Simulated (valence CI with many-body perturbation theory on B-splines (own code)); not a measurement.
E1 line list for Nb XI

Computed by relativistic CI+MBPT: three valence electrons over a frozen Dirac-Fock core [Ar] 3d10, a basis of 11 s, 11 p, 9 d, 7 f, 5 g, 2 h, 1 i functions for each j, with the one-electron correlation potential Σ1, the two-electron term Σ2, the three-electron term Σ3, Breit, model QED; selected CI, second order for the rest, scaled by the run's own slope (own B-spline code, finite nucleus).

No measured levels were compared; by estimate levels hold to about 250 cm⁻¹ or 0.2 % of their energy and the worst to 1 %, as in measured heavy ions of charge 2 to 7; those with d or f electrons hold less well.

Lines 151 to 200 of 266 in falling wavelength, among levels below 872360 cm⁻¹, chosen from the strongest by gf and those to the six lowest levels. Wavelengths and rates use the calculated energies, so an error of 900 cm⁻¹ moves a line at 27.85 nm by 0.25 % and its rate by three times that or more. Electric multipoles are in the length gauge, E1 and E2 with the static RPA response of the core. Weak lines are less certain than strong ones. Lines between different terms over intervals too small for the method are left out, as are lines whose strength nearly cancels. Where a level lies close to another of its J and parity, the split of strength between their lines is uncertain. The highest levels of a list are the least certain.

Names give the largest LS component (configuration and term), which can be under half, so a name can repeat, a term be missing and a line seem to break the LS rules; names also repeat where a configuration has a term twice. Letters in brackets count levels of one name in rising energy.

```tsv
λ vac (nm)	Upper	Lower	A (s⁻¹)	S (a.u.)
27.85	4s4p4d ²F°_5/2 [a]	4s4p² ²D_5/2	1.23e+10	7.89e-01
27.78	4s4p4d ²P°_1/2 [b]	4s4p² ²P_3/2	1.45e+10	3.07e-01
27.75	4p²4d ²P_1/2 [b]	4p³ ²P°_1/2	4.82e+10	1.02e+00
27.46	4s4p4d ²P°_3/2 [a]	4s4p² ²S_1/2	5.95e+10	2.43e+00
27.45	4s4p4d ²F°_5/2 [a]	4s4p² ²D_3/2	1.24e+10	7.59e-01
27.44	4s4p4d ⁴P°_5/2	4s4p² ⁴P_5/2	7.13e+09	4.36e-01
27.40	4s4p4d ²P°_3/2 [b]	4s4p² ²P_3/2	4.85e+10	1.97e+00
27.30	4s²4d ²D_3/2	4s²4p ²P°_3/2	1.12e+10	4.51e-01
27.30	4p²4d ⁴P_5/2	4p³ ²D°_5/2	2.17e+10	1.31e+00
27.30	4s²5p ²P°_1/2	4s²4d ²D_3/2	2.38e+10	4.78e-01
27.24	4s4p4d ²D°_5/2 [b]	4s4p² ²P_3/2	8.96e+10	5.37e+00
27.18	4s4p4d ⁴D°_3/2 [a]	4s4p² ⁴P_5/2	2.16e+09	8.55e-02
27.14	4p²4d ⁴P_5/2	4p³ ⁴S°_3/2 [b]	2.56e+10	1.51e+00
27.06	4p²4d ²P_1/2 [a]	4p³ ⁴S°_3/2 [a]	1.35e+10	2.64e-01
27.06	4p²4d ⁴P_3/2 [a]	4p³ ²D°_5/2	5.73e+09	2.24e-01
27.04	4s²4d ²D_5/2	4s²4p ²P°_3/2	5.92e+10	3.47e+00
27.04	4s4p4d ²D°_3/2 [b]	4s4p² ²P_1/2	6.74e+10	2.63e+00
26.91	4s²5p ²P°_3/2	4s²4d ²D_5/2	2.04e+10	7.84e-01
26.64	4s4p4d ⁴P°_5/2	4s4p² ⁴P_3/2	3.73e+10	2.09e+00
26.57	4p²4d ²D_5/2	4p³ ²D°_5/2	1.84e+10	1.02e+00
26.56	4s4p4d ²P°_1/2 [a]	4s4p² ²S_1/2	9.54e+09	1.77e-01
26.55	4s4p4d ²F°_7/2 [a]	4s4p² ²D_5/2	1.89e+10	1.40e+00
26.44	4p²4d ⁴P_1/2	4p³ ⁴S°_3/2 [b]	3.51e+10	6.40e-01
26.39	4s4p4d ⁴D°_3/2 [a]	4s4p² ⁴P_3/2	8.21e+09	2.98e-01
26.36	4p²4d ⁴P_5/2	4p³ ⁴S°_3/2 [a]	2.32e+10	1.26e+00
26.26	4p²4d ⁴P_3/2 [b]	4p³ ²D°_5/2	5.77e+09	2.06e-01
26.25	4s4p4d ⁴D°_1/2	4s4p² ⁴P_3/2	9.03e+08	1.61e-02
26.13	4p²4d ⁴P_3/2 [a]	4p³ ⁴S°_3/2 [a]	6.33e+10	2.23e+00
26.12	4p²4d ⁴P_3/2 [b]	4p³ ⁴S°_3/2 [b]	5.99e+10	2.11e+00
26.12	4s4p4d ⁴D°_5/2	4s4p² ⁴P_5/2	3.37e+10	1.78e+00
26.11	4s4p4d ⁴D°_3/2 [b]	4s4p² ⁴P_5/2	1.60e+10	5.62e-01
26.06	4s4p4d ⁴D°_7/2	4s4p² ⁴P_5/2	7.05e+10	4.92e+00
25.93	4s4p4d ²D°_3/2 [a]	4s4p² ⁴P_5/2	3.28e+09	1.13e-01
25.81	4p²4d ²F_5/2 [b]	4p³ ²D°_5/2	1.74e+10	8.89e-01
25.81	4s4p4d ²D°_5/2 [a]	4s4p² ⁴P_5/2	1.04e+10	5.29e-01
25.69	4p²4d ⁴P_1/2	4p³ ⁴S°_3/2 [a]	4.50e+10	7.53e-01
25.68	4p²4d ²D_5/2	4p³ ⁴S°_3/2 [a]	4.54e+10	2.27e+00
25.68	4p²4d ²F_5/2 [b]	4p³ ⁴S°_3/2 [b]	5.50e+10	2.76e+00
25.63	4s4p4d ⁴D°_3/2 [a]	4s4p² ⁴P_1/2	4.83e+10	1.61e+00
25.63	4s²4d ²D_3/2	4s²4p ²P°_1/2	5.55e+10	1.84e+00
25.62	4s4p4d ²P°_1/2 [b]	4s4p² ²S_1/2	3.57e+10	5.92e-01
25.49	4s4p4d ⁴D°_1/2	4s4p² ⁴P_1/2	7.32e+10	1.20e+00
25.47	4p²4d ²F_7/2 [b]	4p³ ²D°_5/2	8.46e+10	5.52e+00
25.43	4s4p4d ⁴P°_1/2	4s4p² ⁴P_3/2	5.00e+10	8.12e-01
25.39	4s4p4d ⁴D°_5/2	4s4p² ⁴P_3/2	2.59e+10	1.26e+00
25.38	4s4p4d ⁴D°_3/2 [b]	4s4p² ⁴P_3/2	3.63e+10	1.17e+00
25.35	4s4p4d ²F°_7/2 [b]	4s4p² ²D_5/2	6.41e+10	4.12e+00
25.30	4s4p4d ²P°_3/2 [b]	4s4p² ²S_1/2	1.40e+10	4.47e-01
25.22	4s4p4d ²F°_5/2 [b]	4s4p² ²D_5/2	3.19e+09	1.51e-01
25.21	4s4p4d ²D°_3/2 [a]	4s4p² ⁴P_3/2	3.20e+09	1.01e-01
```
